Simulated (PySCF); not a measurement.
Job file and geometry (Å, from GFN2-xTB) of an NMR shielding run on `InChI=1S/C4H8B2O/c1-3-4-6(2)7-5/h5H2,1-2H3`, GIAO PBE0/pcSseg-1 NMR shielding, non-relativistic, gas phase in PySCF 2.14.0, density-fitted response routines; density fitting, a coarse starting grid and PySCF grid level 2 are the driver's defaults:

```
$ OMP_NUM_THREADS=1 python probes_run.py task.json out

{"job": {"kind": "nmr", "xc": "PBE0", "basis": "pcSseg-1"}, "charge": 0, "multiplicity": 1}
B     -2.809297     1.199537    -0.176363
O     -1.788951     0.406339    -0.233129
B     -0.775550    -0.420241    -0.295978
C     -1.017613    -1.994741    -0.460916
C      0.654932     0.105753    -0.203971
C      1.791334     0.503847    -0.143300
C      3.157172     0.973789    -0.073427
H     -3.240728     1.669578    -1.171797
H     -3.300948     1.445204     0.870145
H     -2.038684    -2.222898    -0.756897
H     -0.343246    -2.429795    -1.194255
H     -0.825137    -2.504154     0.481691
H      3.679005     0.476836     0.744382
H      3.674119     0.748113    -1.006237
H      3.179178     2.050821     0.092488
```

**Question.** Write the output of this run.

**Answer.** 
```
coarse grid: 12568 points
cycle   1  E = -281.6637137423  dE =  8.376e-01  |g| = 6.893e-01  |ddm| = 3.584e+00
cycle   2  E = -281.5437432875  dE =  1.200e-01  |g| = 1.044e+00  |ddm| = 1.180e+00
cycle   3  E = -281.7547488933  dE = -2.110e-01  |g| = 1.971e-01  |ddm| = 7.438e-01
cycle   4  E = -281.7633709904  dE = -8.622e-03  |g| = 6.042e-02  |ddm| = 1.860e-01
cycle   5  E = -281.7639598824  dE = -5.889e-04  |g| = 3.606e-02  |ddm| = 6.036e-02
cycle   6  E = -281.7642617793  dE = -3.019e-04  |g| = 2.955e-03  |ddm| = 2.592e-02
cycle   7  E = -281.7642639405  dE = -2.161e-06  |g| = 1.082e-03  |ddm| = 3.322e-03
final grid: 121432 points
cycle   8  E = -281.8149979767  dE = -4.382e-05  |g| = 1.068e-02  |ddm| = 3.419e-02
cycle   9  E = -281.8149747857  dE =  2.319e-05  |g| = 1.585e-02  |ddm| = 1.559e-02
cycle  10  E = -281.8150210035  dE = -4.622e-05  |g| = 1.788e-03  |ddm| = 9.250e-03
cycle  11  E = -281.8150217099  dE = -7.064e-07  |g| = 4.951e-04  |ddm| = 1.662e-03
cycle  12  E = -281.8150217595  dE = -4.965e-08  |g| = 2.192e-04  |ddm| = 4.647e-04
cycle  13  E = -281.8150217699  dE = -1.033e-08  |g| = 5.497e-05  |ddm| = 1.724e-04
cycle  14  E = -281.8150217707  dE = -8.342e-10  |g| = 1.026e-05  |ddm| = 5.271e-05
converged SCF energy = -281.8150217707

GIAO shielding tensors (ppm)
atom      isotropic    diamagn.    paramagn.     s11        s22        s33       span
  0 B       60.693     195.685    -134.991     15.571     55.387    111.121     95.550
  1 O       16.606     388.440    -371.835   -114.691     43.266    121.242    235.933
  2 B       67.558     198.289    -130.731     22.250     73.262    107.160     84.910
  3 C      175.599     252.503     -76.904    161.661    169.789    195.348     33.687
  4 C       96.186     256.682    -160.496      2.787     11.687    274.083    271.296
  5 C       72.880     276.487    -203.607    -16.045      6.230    228.456    244.502
  6 C      180.800     252.371     -71.571    172.696    174.002    195.701     23.006
  7 H       26.279      30.076      -3.797     25.789     26.135     26.914      1.126
  8 H       26.303      30.513      -4.210     25.793     26.172     26.943      1.150
  9 H       31.412      29.438       1.973     27.508     29.283     37.444      9.936
 10 H       30.870      30.662       0.208     27.091     29.900     35.619      8.528
 11 H       30.950      30.515       0.435     27.588     29.014     36.249      8.660
 12 H       29.577      28.639       0.938     24.764     27.905     36.062     11.298
 13 H       29.569      27.780       1.789     24.790     27.885     36.032     11.242
 14 H       29.623      28.789       0.834     24.549     27.916     36.404     11.855
```

Size and cost of the density-fitted run: 159 basis functions, 17 s wall time on 1 thread of an Arm Neoverse V1, shared host; peak memory 0.72 GiB.
